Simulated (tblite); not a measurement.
Compound: C3H7N3Si.
SMILES: `Cc1ncnn1[SiH3]`

Calculated harmonic vibrations of the isolated species, GFN2-xTB (tblite), most abundant isotopes, no scaling. Errors from tens to a few hundred cm⁻¹ against measured bands are possible. Modes of hydrogen on silicon can be 10 to 20 % off.

Harmonic wavenumbers (cm⁻¹): 42.6, 83.3, 132.2, 156.4, 264.5, 332.3, 495.2, 572.1, 581.9, 646.6, 663.0, 715.1, 740.5, 763.1, 796.3, 856.3, 965.4, 999.4, 1029.4, 1062.0, 1175.6, 1217.7, 1276.7, 1348.2, 1387.3, 1454.3, 1459.2, 1478.3, 1564.8, 2258.4, 2267.3, 2384.2, 3005.6, 3015.8, 3065.0, 3187.1.

A = 3600, B = 2143, C = 1376 MHz; mass 113.041 u (most abundant isotopes); point group Cs, symmetry number 1.

Task: Zero-point energy?

Result: ½Σν̃ = 21722 cm⁻¹ = 259.85 kJ/mol.

Task: Entropy at 400 K, 1 bar (ideal gas, RRHO, classical rotation)?

Result: Translation 173.93, rotation 120.00, vibration 121.88: S = 415.8 J/(mol K).

Task: And Cp and H(400 K) − H(0)?

Result: Cp = 158.98 J/(mol K), of which vibrations give 125.72 (their classical limit is 36 R = 299.3); H(400 K) − H(0) = 38.37 kJ/mol without the zero-point energy, 25.07 from vibrations.

Task: Which modes carry the vibrational entropy at 400 K?

Result: 42.6 cm⁻¹: 23.92; 83.3 cm⁻¹: 18.37; 132.2 cm⁻¹: 14.57; 156.4 cm⁻¹: 13.21; 264.5 cm⁻¹: 9.04; 332.3 cm⁻¹: 7.31 J/(mol K); the other 30 give 35.47 together.

Task: What must be added to the electronic energy to get the Gibbs energy at 400 K and 1 bar?

Result: ZPE + [H(400 K) − H(0)] − T·S = 259.85 + 38.37 − 166.33 = 131.89 kJ/mol.

Task: How do the functions run with temperature in this model?

Result: 
| T (K) | S (J/(mol K)) | Cp (J/(mol K)) | H − H(0) (kJ/mol) | G − H(0) (kJ/mol) | ln q(vib) |
| --- | --- | --- | --- | --- | --- |
| 100 | 276.3 | 65.7 | 4.97 | -22.66 | 1.44 |
| 200 | 330.1 | 94.2 | 12.90 | -53.13 | 3.37 |
| 300 | 374.7 | 127.8 | 24.00 | -88.40 | 5.24 |
| 500 | 454.2 | 185.2 | 55.62 | -171.48 | 9.00 |
| 800 | 554.0 | 238.5 | 119.95 | -323.25 | 14.47 |
| 1000 | 609.8 | 260.7 | 170.01 | -439.75 | 17.87 |

q(vib) and H(0) count from the zero-point level.

Hindered rotation and anharmonicity are outside this model.
